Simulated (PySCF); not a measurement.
Isomers of C9H13P, mass 152.075 u with the commonest isotopes. Method: PBE0/pcSseg-1 in PySCF (dipole) on a GFN2-xTB geometry, gas phase. One conformer each, none proved a minimum here; rigid rotors.

Question: Order these by rotational constant C, largest first.
A. `[CH:1]1=[CH:2][P:3]([C:4]2=[CH:5][CH2:6][CH2:7][CH2:8]2)[CH2:9][CH2:10]1` with C2–P3–C4–C5 -17°, C1–C2–P3–C4 -87°, C4–C5–C6–C7 -12°, C5–C6–C7–C8 20°, C6–C7–C8–C4 -21°
B. `[CH3:1][CH2:2][P:3]([CH3:4])[c:5]1[cH:6][cH:7][cH:8][cH:9][cH:10]1` with C1–C2–P3–C4 171°, C2–P3–C5–C6 52°
C. `CC(C)(C)C1=CC=CP=C1`
D. `[CH2:1]=[CH:2][p:3]1[cH:4][cH:5][cH:6][c:7]1[CH:8]([CH3:9])[CH3:10]` with C1–C2–P3–C4 135°, C6–C7–C8–C9 26°

Answer: A (750.1 MHz), D (725.7 MHz), B (711.2 MHz), C (658.7 MHz).

Question: Order these by dipole moment, smallest first.
A. `c1cccpc1C(C)(C)C`
B. `p1cccc(C(C)(C)C)c1`
C. `[CH3:1][CH2:2][P:3]([CH3:4])[c:5]1[cH:6][cH:7][cH:8][cH:9][cH:10]1` with C1–C2–P3–C4 171°, C2–P3–C5–C6 52°
D. `[CH2:1]=[CH:2][p:3]1[cH:4][cH:5][cH:6][c:7]1[CH:8]([CH3:9])[CH3:10]` with C1–C2–P3–C4 135°, C6–C7–C8–C9 26°
E. `[CH2:1]=[CH:2][C@H:3]1[CH:4]=[CH:5][P@:6](=[CH2:7])([CH3:8])[CH:9]=[CH:10]1` with C1–C2–C3–C4 119°, C2–C3–C4–C5 94°, C4–C5–P6–C7 -97°, C5–P6–C9–C10 -24°, C2–C3–C10–C9 -90°
F. `[CH:1]1=[CH:2][P:3]([C:4]2=[CH:5][CH2:6][CH2:7][CH2:8]2)[CH2:9][CH2:10]1` with C2–P3–C4–C5 -17°, C1–C2–P3–C4 -87°, C4–C5–C6–C7 -12°, C5–C6–C7–C8 20°, C6–C7–C8–C4 -21°

Answer: D (1.08 D), C (1.29 D), A (1.50 D), F (1.70 D), B (2.12 D), E (3.41 D).

Question: Order these by out-of-plane moment Σ m c² = (Ia + Ib − Ic)/2, largest first.
A. `[CH2:1]=[CH:2][C@H:3]1[CH:4]=[CH:5][P@:6](=[CH2:7])([CH3:8])[CH:9]=[CH:10]1` with C1–C2–C3–C4 119°, C2–C3–C4–C5 94°, C4–C5–P6–C7 -97°, C5–P6–C9–C10 -24°, C2–C3–C10–C9 -90°
B. `[CH3:1][CH2:2][P:3]([CH3:4])[c:5]1[cH:6][cH:7][cH:8][cH:9][cH:10]1` with C1–C2–P3–C4 171°, C2–P3–C5–C6 52°
C. `CC(C)(C)c1cccpc1`
D. `[CH2:1]=[CH:2][p:3]1[cH:4][cH:5][cH:6][c:7]1[CH:8]([CH3:9])[CH3:10]` with C1–C2–P3–C4 135°, C6–C7–C8–C9 26°
E. `[CH:1]1=[CH:2][P:3]([C:4]2=[CH:5][CH2:6][CH2:7][CH2:8]2)[CH2:9][CH2:10]1` with C2–P3–C4–C5 -17°, C1–C2–P3–C4 -87°, C4–C5–C6–C7 -12°, C5–C6–C7–C8 20°, C6–C7–C8–C4 -21°

Answer: B (110.10 u·Å²), A (100.63 u·Å²), E (94.45 u·Å²), D (87.20 u·Å²), C (55.51 u·Å²).

```tsv
SMILES	point group	Ia (u·Å²)	Ib (u·Å²)	Ic (u·Å²)	κ	μa (D)	μb (D)	μc (D)
C=Cp1cccc1C(C)C	C1	337.69	533.14	696.42	-0.42	0.32	0.24	1.00
C=C[C@H]1C=C[P@](=C)(C)C=C1	C1	223.05	664.37	686.17	-0.97	1.55	2.98	0.64
CC(C)(C)c1cccpc1	Cs	232.18	646.10	767.26	-0.84	1.74	1.21	0.00
CC(C)(C)c1ccccp1	near Cs	245.80	565.64	700.46	-0.74	0.12	1.50	0.01
C1=CP(C2=CCCC2)CC1	C1	228.41	634.24	673.74	-0.94	0.20	0.79	1.49
CCP(C)c1ccccc1	C1	269.75	661.05	710.59	-0.91	0.43	0.05	1.22
```
